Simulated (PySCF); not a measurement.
Basis-set dependence of CBr⁺ at CCSD(T)

PySCF, RHF reference; singlet, unpaired electrons none; De to C⁺ + Br without counterpoise correction. Frozen cores follow the default of each basis and core potential.

```tsv
basis	relativity	functions	Re (Å)	ωe (cm⁻¹)	De (eV)	frozen orbitals
cc-pVDZ/cc-pVDZ-PP	scalar-relativistic core potentials	37	1.719	957	5.76	5
cc-pVTZ/cc-pVTZ-PP	scalar-relativistic core potentials	69	1.704	966	6.03	5
def2-TZVPPD	no relativity	94	1.707	967	6.05	10
```

(1) How does each smaller set differ from the one with most functions, def2-TZVPPD?

Correlated steps freeze the inner cores (5 to 10 orbitals); shallow outer-core shells are correlated. Correlated levels converge slowly with the basis: in double zeta they bind strong bonds too weakly, by up to about 1 eV, and carry superposition errors of some tenths. For an ion De counts to the pair picked by the measured ionisation energies or electron affinities, which need not be the lowest pair at this level. Where the molecule has an RHF reference, its open-shell atoms are computed with UHF. The CCSD T1 diagnostic is raised in CBr⁺, a sign that a single reference may not be enough there.

Answers

(1) cc-pVDZ/cc-pVDZ-PP: +1.2 pm, -1.0 % in ωe, -0.29 eV in De; cc-pVTZ/cc-pVTZ-PP: -0.3 pm, -0.1 % in ωe, -0.02 eV in De. All at CCSD(T); the set with most functions is neither the basis-set limit nor always the best. The rows treat relativity differently, so the differences are not basis effects alone.
